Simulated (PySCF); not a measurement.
Ga(H)(Me)2 (C2H7Ga), SMILES [CH3][GaH][CH3]. Atoms are numbered in the order given.

```xyz
10

Ga    -0.0002    -0.3280     0.0000
H      0.0016    -1.9094     0.0000
C      0.0000     0.6147     1.7302
H      0.8889     0.3287     2.3166
H     -0.0099     1.7092     1.6233
H     -0.8768     0.3130     2.3269
C      0.0000     0.6147    -1.7302
H      0.8889     0.3287    -2.3166
H     -0.8768     0.3130    -2.3269
H     -0.0099     1.7092    -1.6233
```

Geometry: PBE0-D3(BJ)/def2-SVP. The structure was generated by enumeration; whether it is a known compound was not checked.

These are TDA-PBE0/def2-SVPD in PySCF values and carry that method's errors.

Vertical excitations.  State labels are in the subgroup Cs.

Computed lowest excited states:
```
state  symmetry  energy (eV)  λ (nm)      f          main pairs
-----  --------  -----------  ------  -----  ------------------
S1           A"         5.28     235  0.000      HOMO→LUMO 99 %
S2           A'         5.37     231  0.003   HOMO−1→LUMO 100 %
S3           A"         6.86     181  0.106    HOMO→LUMO+1 99 %
S4           A'         7.08     175  0.007  HOMO−1→LUMO+1 98 %
S5           A'         7.72     161  0.030    HOMO→LUMO+2 98 %
S6           A"         7.83     158  0.092  HOMO−1→LUMO+2 95 %
S7           A'         8.16     152  0.329  HOMO−1→LUMO+3 95 %
S8           A"         8.17     152  0.168    HOMO→LUMO+3 83 %
S9           A"         8.57     145  0.000    HOMO−3→LUMO 99 %
S10          A"         8.63     144  0.009    HOMO→LUMO+4 94 %
T1           A'         4.92     252      0    HOMO−1→LUMO 99 %
T2           A"         4.93     252      0      HOMO→LUMO 99 %
T3           A"         6.50     191      0    HOMO→LUMO+1 88 %
T4           A'         6.66     186      0  HOMO−1→LUMO+1 81 %
```
Triplets are in the Tamm–Dancoff approximation.
